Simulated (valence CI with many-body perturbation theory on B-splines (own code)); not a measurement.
**E1 transitions of Yb55+**

Level of theory: relativistic CI+MBPT: five valence electrons over a frozen Dirac-Fock core [Ne], radial functions for each j: 11 s, 11 p, 10 d, 8 f, 5 g, 2 h, with the one-electron correlation potential Σ1 (screened to all orders), the two-electron term Σ2, the three-electron term Σ3, Breit, model QED; selected single and double excitations, second order for the rest, scaled by the run's own slope (own B-spline code, finite nucleus).

No measured spectrum was set against this ion. As an estimate, large intervals hold to a few tenths of a per cent, small ones and those within an open d or f shell to about a per cent. Among the levels kept, up to 3000 cm⁻¹ of a level comes from second order outside the variational space, and about a tenth of that is noise between levels of different J, which matters for small intervals.

Lines 101 to 150 of 558 in falling wavelength, among levels below 9138.8 × 10³ cm⁻¹, chosen from the strongest by gf and those to the six lowest levels. Wavelengths and rates use the calculated energies. Electric multipoles are in the length gauge, E1 and E2 with the static RPA response of the core. Weak lines are less certain than strong ones. Lines between different terms over intervals too small for the method are left out, as are lines whose strength nearly cancels. The highest levels of a list are the least certain.

Levels are named by their leading jj configuration (3d3/2^4 stands for four electrons in 3d with j = 3/2), which in mixed levels can hold well under half, so a name can repeat and another be missing. Letters in brackets count levels of one name in rising energy.

```tsv
λ vac (nm)	Upper	Lower	A (s⁻¹)	S (a.u.) with core polarisation	S without
5.015	(3s^2 3p3/2 3d5/2^2) J=5/2	(3s^2 3p3/2^2 3d5/2) J=5/2 [b]	1.97e+10	7.38e-03	7.48e-03
5.009	(3s 3p1/2^2 3d3/2 3d5/2) J=9/2	(3s 3p1/2^2 3p3/2 3d5/2) J=9/2	2.51e+10	1.56e-02	1.58e-02
4.986	(3s^2 3p1/2 3p3/2 3d3/2) J=3/2 [b]	(3s^2 3p1/2 3p3/2^2) J=5/2	9.77e+08	2.39e-04	2.45e-04
4.948	(3s^2 3p1/2 3p3/2 3d3/2) J=5/2 [b]	(3s^2 3p1/2 3p3/2^2) J=3/2	3.65e+08	1.31e-04	1.33e-04
4.912	(3s^2 3p3/2 3d5/2^2) J=5/2	(3s^2 3p3/2^2 3d5/2) J=3/2	5.94e+10	2.08e-02	2.11e-02
4.777	(3s^2 3p1/2 3p3/2 3d3/2) J=1/2 [b]	(3s^2 3p1/2 3p3/2^2) J=3/2	6.93e+09	7.46e-04	7.57e-04
4.769	(3s^2 3p1/2 3p3/2 3d5/2) J=3/2 [a]	(3s^2 3p1/2 3p3/2^2) J=1/2	1.27e+09	2.73e-04	2.76e-04
4.708	(3s^2 3p1/2 3p3/2 3d5/2) J=7/2 [a]	(3s^2 3p1/2 3p3/2^2) J=5/2	7.91e+08	3.26e-04	3.30e-04
4.668	(3s 3p1/2^2 3d5/2^2) J=5/2	(3s 3p1/2^2 3p3/2 3d5/2) J=3/2 [b]	4.11e+10	1.24e-02	1.25e-02
4.632	(3s^2 3p3/2 3d5/2^2) J=7/2	(3s^2 3p3/2^2 3d5/2) J=5/2 [a]	4.00e+10	1.57e-02	1.59e-02
4.609	(3s 3p1/2^2 3d5/2^2) J=9/2	(3s 3p1/2^2 3p3/2 3d5/2) J=7/2 [b]	4.54e+10	2.19e-02	2.22e-02
4.607	(3s 3p1/2^2 3p3/2 3d5/2) J=3/2 [a]	(3s 3p1/2^2 3p3/2^2) J=3/2	4.49e+10	8.66e-03	8.78e-03
4.558	(3s^2 3p1/2 3d5/2^2) J=3/2	(3s^2 3p1/2 3p3/2 3d5/2) J=1/2	9.91e+10	1.85e-02	1.88e-02
4.542	(3s 3p1/2^2 3d5/2^2) J=7/2	(3s 3p1/2^2 3p3/2 3d5/2) J=5/2 [b]	2.16e+11	7.97e-02	8.08e-02
4.521	(3s^2 3p1/2 3p3/2 3d5/2) J=3/2 [a]	(3s^2 3p1/2 3p3/2^2) J=5/2	1.47e+10	2.68e-03	2.72e-03
4.518	(3s 3p1/2^2 3d3/2 3d5/2) J=5/2 [b]	(3s 3p1/2^2 3p3/2 3d3/2) J=5/2 [b]	2.51e+10	6.85e-03	6.94e-03
4.511	(3s^2 3p1/2 3d5/2^2) J=7/2	(3s^2 3p1/2 3p3/2 3d5/2) J=5/2 [b]	2.86e+11	1.03e-01	1.05e-01
4.499	(3s^2 3p1/2 3d5/2^2) J=9/2	(3s^2 3p1/2 3p3/2 3d5/2) J=7/2 [b]	2.37e+11	1.07e-01	1.08e-01
4.492	(3s^2 3p1/2 3d5/2^2) J=5/2	(3s^2 3p1/2 3p3/2 3d5/2) J=3/2 [b]	9.93e+10	2.66e-02	2.70e-02
4.490	(3s 3p1/2^2 3d3/2 3d5/2) J=3/2 [b]	(3s 3p1/2^2 3p3/2 3d3/2) J=1/2 [b]	4.57e+10	8.16e-03	8.27e-03
4.480	(3s 3p1/2^2 3d5/2^2) J=3/2	(3s 3p1/2^2 3p3/2 3d5/2) J=3/2 [b]	6.75e+10	1.20e-02	1.21e-02
4.475	(3s 3p1/2 3p3/2^2 3d5/2) J=3/2 [a]	(3s 3p1/2 3p3/2^3) J=5/2	4.67e+10	8.26e-03	8.37e-03
4.464	(3s^2 3p1/2 3p3/2 3d5/2) J=5/2 [a]	(3s^2 3p1/2 3p3/2^2) J=5/2	6.96e+10	1.83e-02	1.86e-02
4.459	(3s^2 3p3/2 3d3/2 3d5/2) J=7/2 [a]	(3s^2 3p3/2^2 3d3/2) J=7/2	2.22e+10	7.78e-03	7.89e-03
4.449	(3s 3p1/2 3p3/2^2 3d5/2) J=7/2 [b]	(3s 3p1/2 3p3/2^3) J=5/2	2.55e+10	8.87e-03	8.99e-03
4.446	(3s 3p1/2^2 3d5/2^2) J=3/2	(3s 3p1/2^2 3p3/2 3d5/2) J=5/2 [b]	4.55e+10	7.89e-03	7.99e-03
4.431	(3s^2 3p1/2 3d3/2 3d5/2) J=7/2 [a]	(3s^2 3p1/2 3p3/2 3d3/2) J=7/2	3.88e+10	1.33e-02	1.35e-02
4.422	(3s^2 3p3/2 3d3/2 3d5/2) J=3/2 [a]	(3s^2 3p3/2^2 3d3/2) J=1/2	4.30e+10	7.34e-03	7.43e-03
4.415	(3s 3p1/2^2 3d3/2 3d5/2) J=7/2 [b]	(3s 3p1/2^2 3p3/2 3d3/2) J=5/2 [b]	1.36e+11	4.63e-02	4.70e-02
4.401	(3s^2 3p3/2 3d3/2 3d5/2) J=3/2 [a]	(3s^2 3p3/2^2 3d3/2) J=3/2 [a]	4.80e+10	8.08e-03	8.19e-03
4.397	(3s^2 3p3/2 3d3/2 3d5/2) J=5/2 [b]	(3s^2 3p3/2^2 3d3/2) J=3/2 [a]	5.49e+10	1.38e-02	1.40e-02
4.387	(3s 3p1/2^2 3d3/2 3d5/2) J=1/2	(3s 3p1/2^2 3p3/2 3d3/2) J=1/2 [b]	1.36e+11	1.13e-02	1.15e-02
4.366	(3s 3p1/2^2 3d5/2^2) J=3/2	(3s 3p1/2^2 3p3/2 3d5/2) J=1/2	9.93e+10	1.63e-02	1.65e-02
4.365	(3s^2 3p1/2 3d5/2^2) J=5/2	(3s^2 3p1/2 3p3/2 3d5/2) J=7/2 [b]	6.11e+10	1.50e-02	1.53e-02
4.356	(3s^2 3p1/2 3d3/2 3d5/2) J=5/2 [b]	(3s^2 3p1/2 3p3/2 3d3/2) J=3/2 [b]	1.51e+11	3.69e-02	3.74e-02
4.349	(3s 3p1/2^2 3d5/2^2) J=9/2	(3s 3p1/2^2 3p3/2 3d5/2) J=7/2 [a]	1.77e+11	7.21e-02	7.30e-02
4.348	(3s^2 3p3/2 3d3/2 3d5/2) J=5/2 [b]	(3s^2 3p3/2^2 3d3/2) J=5/2	4.49e+10	1.09e-02	1.11e-02
4.345	(3s^2 3p1/2 3p3/2 3d5/2) J=3/2 [a]	(3s^2 3p1/2 3p3/2^2) J=3/2	1.12e+11	1.82e-02	1.84e-02
4.343	(3s^2 3p3/2 3d3/2 3d5/2) J=5/2 [b]	(3s^2 3p3/2^2 3d3/2) J=7/2	2.91e+10	7.07e-03	7.16e-03
4.338	(3s 3p1/2^2 3d3/2 3d5/2) J=5/2 [b]	(3s 3p1/2^2 3p3/2 3d3/2) J=3/2 [b]	9.04e+10	2.19e-02	2.21e-02
4.337	(3s 3p1/2^2 3d5/2^2) J=7/2	(3s 3p1/2^2 3p3/2 3d5/2) J=7/2 [b]	8.23e+10	2.65e-02	2.69e-02
4.334	(3s^2 3p3/2 3d3/2 3d5/2) J=7/2 [b]	(3s^2 3p3/2^2 3d3/2) J=7/2	1.14e+11	3.67e-02	3.72e-02
4.319	(3s^2 3p3/2 3d5/2^2) J=11/2	(3s^2 3p3/2^2 3d5/2) J=9/2	1.91e+11	9.10e-02	9.23e-02
4.304	(3s^2 3p1/2^2 3d5/2) J=5/2	(3s^2 3p1/2^2 3p3/2) J=3/2	1.71e+11	4.05e-02	4.10e-02
4.303	(3s 3p1/2^2 3p3/2 3d5/2) J=5/2 [a]	(3s 3p1/2^2 3p3/2^2) J=5/2	1.26e+11	2.97e-02	3.01e-02
4.303	(3s 3p1/2 3p3/2^2 3d5/2) J=5/2 [a]	(3s 3p1/2 3p3/2^3) J=3/2 [a]	3.45e+10	8.15e-03	8.25e-03
4.292	(3s^2 3p1/2 3p3/2 3d5/2) J=5/2 [a]	(3s^2 3p1/2 3p3/2^2) J=3/2	3.84e+10	8.99e-03	9.11e-03
4.280	(3s 3p1/2 3p3/2^2 3d5/2) J=3/2 [b]	(3s 3p1/2 3p3/2^3) J=5/2	1.03e+11	1.60e-02	1.62e-02
4.272	(3s 3p1/2^2 3p3/2 3d5/2) J=1/2	(3s 3p1/2^2 3p3/2^2) J=1/2	2.30e+11	1.77e-02	1.79e-02
4.256	(3s^2 3p1/2 3d3/2 3d5/2) J=7/2 [a]	(3s^2 3p1/2 3p3/2 3d3/2) J=5/2 [a]	1.60e+11	4.88e-02	4.94e-02
```
